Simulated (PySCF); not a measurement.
# Dipole response of Be⁺ (beryllium, charge +1)

[He] 2s1, 2S determinant. Computed with PySCF 2.14 in aug-cc-pCVTZ (7s6p4d2f, 59 functions), with no relativity, point nucleus. Coupled (time-dependent) response in atomic units; α is the mean over directions.

```csv
method,mean α (bohr³),C₆ (like pair),S(−4)
UHF,24.89,70.91,1132
PBE,21.61,57.67,853.8
PBE0,22.31,60.43,910.1
MN15,18.78,40.81,889.0
HSE06,22.39,60.70,916.7
```

S(−4) is the Cauchy moment in α(ω) = α(0) + S(−4) ω² + …

α(iu) at PBE:

```json
{"u (hartree)": "0", "α(iu) (bohr³)": "21.61"}
{"u (hartree)": "0.0500", "α(iu) (bohr³)": "19.68"}
{"u (hartree)": "0.100", "α(iu) (bohr³)": "15.56"}
{"u (hartree)": "0.200", "α(iu) (bohr³)": "8.655"}
{"u (hartree)": "0.300", "α(iu) (bohr³)": "5.143"}
{"u (hartree)": "0.500", "α(iu) (bohr³)": "2.396"}
{"u (hartree)": "0.750", "α(iu) (bohr³)": "1.258"}
{"u (hartree)": "1.00", "α(iu) (bohr³)": "0.7893"}
{"u (hartree)": "1.50", "α(iu) (bohr³)": "0.4079"}
{"u (hartree)": "2.00", "α(iu) (bohr³)": "0.2572"}
{"u (hartree)": "3.00", "α(iu) (bohr³)": "0.1377"}
{"u (hartree)": "5.00", "α(iu) (bohr³)": "0.06477"}
```

A single London oscillator, α(iu) = α/(1 + u²/ω²), gives C₆ = (3/4) ω α². Matching the computed C₆ needs ω = 4 × 57.67 / (3 × 21.61²) = 0.165 hartree.

For an ion, C₆ is the dispersion term alone; charge-induced terms of lower order in 1/R come first.
